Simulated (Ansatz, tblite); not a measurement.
Removing and adding an electron: `C#CCCC(F)(F)C(F)(F)C(F)(F)C(F)(F)C(F)(F)C(F)(F)C(F)(F)C(F)(F)F`. The state is a singlet with charge 0. Geometry: PBE-D4/def2-SVP. Ansatz, gas phase; energy differences of separate SCF runs; the oxidised species was run as a doublet alone; the reduced species was run as a doublet alone.

The xTB rows come from tblite. Single mean-field runs in def2-TZVP are fitted with def2-universal-jkfit. HOMO above LUMO, or a gap near zero within one spin, warns that the state may not be the lowest or that an electron is smeared out.

(1) Estimate orbital energies and vertical ionisation energies and electron affinities at: GFN1-xTB; GFN2-xTB; LDA (SPW92)/def2-TZVP; PBE-D4/def2-TZVP; PBE0-D4/def2-TZVP.

Answers

(1) 
```json
{"level": "GFN1-xTB", "−HOMO (eV)": "12.62", "vertical IE (eV)": "15.48", "−LUMO (eV)": "6.13", "vertical EA (eV)": "3.64", "HOMO–LUMO gap (eV)": "6.49", "IE − EA (eV)": "11.84", "remarks": "–"}
{"level": "GFN2-xTB", "−HOMO (eV)": "11.56", "vertical IE (eV)": "14.82", "−LUMO (eV)": "5.17", "vertical EA (eV)": "3.08", "HOMO–LUMO gap (eV)": "6.40", "IE − EA (eV)": "11.74", "remarks": "–"}
{"level": "LDA (SPW92)/def2-TZVP", "−HOMO (eV)": "6.97", "vertical IE (eV)": "9.73", "−LUMO (eV)": "1.74", "vertical EA (eV)": "-0.35", "HOMO–LUMO gap (eV)": "5.23", "IE − EA (eV)": "10.08", "remarks": "HOMO above zero (-1 doublet), gap within one spin near zero (+1 doublet), gap within one spin near zero (-1 doublet)"}
{"level": "PBE-D4/def2-TZVP", "−HOMO (eV)": "6.78", "vertical IE (eV)": "9.51", "−LUMO (eV)": "1.29", "vertical EA (eV)": "-0.70", "HOMO–LUMO gap (eV)": "5.49", "IE − EA (eV)": "10.21", "remarks": "HOMO above zero (-1 doublet), gap within one spin near zero (+1 doublet), gap within one spin near zero (-1 doublet)"}
{"level": "PBE0-D4/def2-TZVP", "−HOMO (eV)": "8.03", "vertical IE (eV)": "10.24", "−LUMO (eV)": "0.18", "vertical EA (eV)": "-1.21", "HOMO–LUMO gap (eV)": "7.85", "IE − EA (eV)": "11.45", "remarks": "HOMO above zero (-1 doublet)"}
```

   A HOMO above zero means that the electron is unbound at that level or that self-interaction error raises the level; the energy of removing that electron tells which. Raw xTB energy differences between charge states are shifted by several eV; the methods need an empirical correction for them. Sets without diffuse functions give affinities that are too small. A negative affinity means that the extra electron isn't bound; its size then hangs on the basis.
